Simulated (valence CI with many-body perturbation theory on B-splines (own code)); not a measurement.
**Energy levels of Ag³⁴⁺**

Calculated by configuration interaction combined with many-body perturbation theory (CI+MBPT): three valence electrons over a frozen Dirac-Fock core [Ne], a basis of 9 s, 9 p, 8 d, 6 f, 3 g, 1 h functions for each j, with the one-electron correlation potential Σ1, the two-electron term Σ2, the three-electron term Σ3, Breit, model QED; selected CI, second order for the rest, scaled by the run's own slope (own B-spline code, finite nucleus).

The last digits are not significant, and no measured levels were compared; by estimate large intervals hold to a few tenths of a per cent, small ones and those within an open d or f shell to about a per cent.

Levels 1 to 33 of 33, with energies above the lowest level, (3s^2 3p1/2) J=1/2. "Leading %" is the weight of the configuration and term that name the level; weights of strongly mixed levels are sums over their largest components and can fall short, so below about 35 % the name and the second component can differ from the true leading terms, or belong to a minority configuration. In the jj column 3d3/2^4 stands for four electrons in 3d with j = 3/2. Lifetimes count E1, E2, E3, M1 and M2 decay at the calculated energies, and are blank where another channel may lead or the interval is too uncertain; long ones can be off by a factor of two.

| No. | Configuration | Term | J | E (cm⁻¹) | Leading % | Leading jj | Lifetime | g |
| --- | --- | --- | --- | --- | --- | --- | --- | --- |
| 1 | 3s2 3p | 2P° | 1/2 | 0 | 99 | 3s^2 3p1/2 (99 %) |  | 0.660 |
| 2 | 3s2 3p | 2P° | 3/2 | 347300 | 98 | 3s^2 3p3/2 (98 %) | 2.65 μs | 1.329 |
| 3 | 3s 3p2 | 4P | 1/2 | 652670 | 75 | 3s 3p1/2^2 (88 %) | 182 ps | 2.420 |
| 4 | 3s 3p2 | 4P | 3/2 | 897320 | 95 | 3s 3p1/2 3p3/2 (98 %) | 1.80 ns | 1.688 |
| 5 | 3s 3p2 | 4P | 5/2 | 967780 | 55 | 3s 3p1/2 3p3/2 (92 %) | 334 ps | 1.414 |
| 6 | 3s 3p2 | 2D | 3/2 | 1073400 | 69 | 3s 3p1/2 3p3/2 (81 %) | 23.6 ps | 0.897 |
| 7 | 3s 3p2 | 2P | 1/2 | 1143400 | 71 | 3s 3p1/2 3p3/2 (85 %) | 5.68 ps | 1.147 |
| 8 | 3s 3p2 | 4P | 5/2 | 1272400 | 42 | 3s 3p3/2^2 (78 %) | 540 ps | 1.363 |
| 9 | 3s2 3d | 2D | 3/2 | 1385500 | 76 | 3s^2 3d3/2 (76 %) | 4.37 ps | 0.906 |
| 10 | 3s 3p2 | 2S | 1/2 | 1493400 | 69 | 3s 3p3/2^2 (94 %) | 8.01 ps | 1.756 |
| 11 | 3s2 3d | 2D | 5/2 | 1493500 | 76 | 3s^2 3d5/2 (76 %) | 7.53 ps | 1.211 |
| 12 | 3s 3p2 | 2P | 3/2 | 1534400 | 62 | 3s 3p3/2^2 (85 %) | 4.18 ps | 1.158 |
| 13 | 3p3 | 2P° | 3/2 | 1759500 | 32 | 3p1/2^2 3p3/2 (80 %) | 15.5 ps | 1.243 |
| 14 | 3s 3p 3d | 4F° | 3/2 | 1865900 | 82 | 3s 3p1/2 3d3/2 (91 %) | 62.2 ps | 0.520 |
| 15 | 3s 3p 3d | 4F° | 5/2 | 1903200 | 54 | 3s 3p1/2 3d3/2 (81 %) | 283 ps | 1.075 |
| 16 | 3s 3p 3d | 4F° | 5/2 | 1986800 | 23 | 3s 3p1/2 3d5/2 (70 %) | 29.6 ps | 1.221 |
| 17 | 3p3 | 4S° | 3/2 | 2014500 | 50 | 3p1/2 3p3/2^2 (64 %) | 7.84 ps | 1.408 |
| 18 | 3s 3p 3d | 4D° | 1/2 | 2024500 | 76 | 3s 3p1/2 3d3/2 (89 %) | 5.39 ps | 0.310 |
| 19 | 3s 3p 3d | 4D° | 3/2 | 2024900 | 53 | 3s 3p1/2 3d3/2 (66 %) | 6.29 ps | 1.336 |
| 20 | 3s 3p 3d | 4F° | 7/2 | 2028400 | 70 | 3s 3p1/2 3d5/2 (83 %) | 41.1 ps | 1.259 |
| 21 | 3s 3p 3d | 4P° | 5/2 | 2055600 | 38 | 3s 3p1/2 3d5/2 (70 %) | 11.6 ps | 1.355 |
| 22 | 3p3 | 2P° | 1/2 | 2174200 | 83 | 3p1/2 3p3/2^2 (83 %) | 7.92 ps | 0.661 |
| 23 | 3s 3p 3d | 2F° | 5/2 | 2176700 | 70 | 3s 3p1/2 3d5/2 (44 %) | 10.2 ps | 0.956 |
| 24 | 3s 3p 3d | 2D° | 3/2 | 2233200 | 33 | 3s 3p1/2 3d5/2 (30 %) | 4.42 ps | 1.013 |
| 25 | 3s 3p 3d | 4F° | 9/2 | 2268500 | 100 | 3s 3p3/2 3d5/2 (100 %) | 3.82 μs | 1.329 |
| 26 | 3s 3p 3d | 4D° | 5/2 | 2288500 | 59 | 3s 3p3/2 3d3/2 (83 %) | 5.78 ps | 1.312 |
| 27 | 3s 3p 3d | 4P° | 3/2 | 2289900 | 45 | 3s 3p3/2 3d3/2 (92 %) | 7.15 ps | 1.425 |
| 28 | 3s 3p 3d | 4P° | 1/2 | 2293300 | 89 | 3s 3p3/2 3d3/2 (97 %) | 7.69 ps | 2.381 |
| 29 | 3s 3p 3d | 4D° | 7/2 | 2295900 | 66 | 3s 3p3/2 3d3/2 (52 %) | 7.84 ps | 1.354 |
| 30 | 3s 3p 3d | 2P° | 3/2 | 2356100 | 28 | 3s 3p3/2 3d5/2 (67 %) | 15.0 ps | 1.317 |
| 31 | 3s 3p 3d | 2D° | 5/2 | 2383400 | 49 | 3s 3p3/2 3d5/2 (91 %) | 9.01 ps | 1.311 |
| 32 | 3s 3p 3d | 2D° | 3/2 | 2433600 | 62 | 3s 3p3/2 3d3/2 (60 %) | 3.43 ps | 1.014 |
| 33 | 3s 3p 3d | 2F° | 7/2 | 2458900 | 96 | 3s 3p3/2 3d5/2 (69 %) | 9.36 ps | 1.148 |

Where two levels of one J and parity lie close, their mixing, g and order are uncertain.

The ionisation energy to 3s2 1S_0 of the next ion comes out as 2152.2 eV (NIST: 2131 ± 10 eV (semi-empirical), further off than twice its uncertainty). All 33 levels together are meant to be complete up to 2478800 cm⁻¹.
